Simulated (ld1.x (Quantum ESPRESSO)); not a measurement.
**sulfur (S): excitation energies, all-electron against ultrasoft**

- Element: sulfur
- Generator: ld1.x (Quantum ESPRESSO) 7.5
- Type: ultrasoft
- Functional: PBEsol
- Relativity: scalar-relativistic
- Frozen core: [Ne]
- Valence charge: 6
- Reference configuration: 3s1 3p5
- Partial waves: 3s (bound): rcut 1.45, rcutus 1.55 bohr; 3s channel at 0.65 Ry: rcut 1.45, rcutus 1.55 bohr; 3p (bound): rcut 1.30, rcutus 1.40 bohr; 3p channel at -0.15 Ry: rcut 1.30, rcutus 1.40 bohr
- Local potential: all-electron potential smoothed inside 1.40 bohr (lloc = -1)
- Core correction: a·sin(br)/r model core inside 1.25 bohr
- Augmentation charge: PSQ, radius 0.95 bohr

Energies are relative to the spin-unpolarised reference configuration 3s1 3p5; without spin polarisation the order of configurations can differ from experiment. The frozen-core shift is the all-electron ΔE with the core orbitals held at their reference shape minus the fully relaxed ΔE.

**Question.** Give the all-electron excitation energy and the error of the potential for: 3s2 3p4; 3s2 3p3; 3s2 3p2; 3s2 3p3.5; 3s2 3p1; 3s2 3p4.3; 3s0 3p6.

**Answer.**

```json
{"valence configuration": "3s2 3p4", "charge": "0", "ΔE all-electron (eV)": "-10.280", "error AE − PS (meV)": "+1.5", "frozen-core shift (meV)": "+0.3"}
{"valence configuration": "3s2 3p3", "charge": "+1", "ΔE all-electron (eV)": "1.454", "error AE − PS (meV)": "+2.7", "frozen-core shift (meV)": "+0.7"}
{"valence configuration": "3s2 3p2", "charge": "+2", "ΔE all-electron (eV)": "23.695", "error AE − PS (meV)": "+6.1", "frozen-core shift (meV)": "+7.2"}
{"valence configuration": "3s2 3p3.5", "charge": "+0.5", "ΔE all-electron (eV)": "-5.636", "error AE − PS (meV)": "+1.9", "frozen-core shift (meV)": "+0.3"}
{"valence configuration": "3s2 3p1", "charge": "+3", "ΔE all-electron (eV)": "57.694", "error AE − PS (meV)": "+13", "frozen-core shift (meV)": "+33"}
{"valence configuration": "3s2 3p4.3", "charge": "-0.3", "ΔE all-electron (eV)": "-11.980", "error AE − PS (meV)": "+1.4", "frozen-core shift (meV)": "+0.4"}
{"valence configuration": "3s0 3p6", "charge": "0", "ΔE all-electron (eV)": "10.399", "error AE − PS (meV)": "+1.2", "frozen-core shift (meV)": "+0.3"}
```
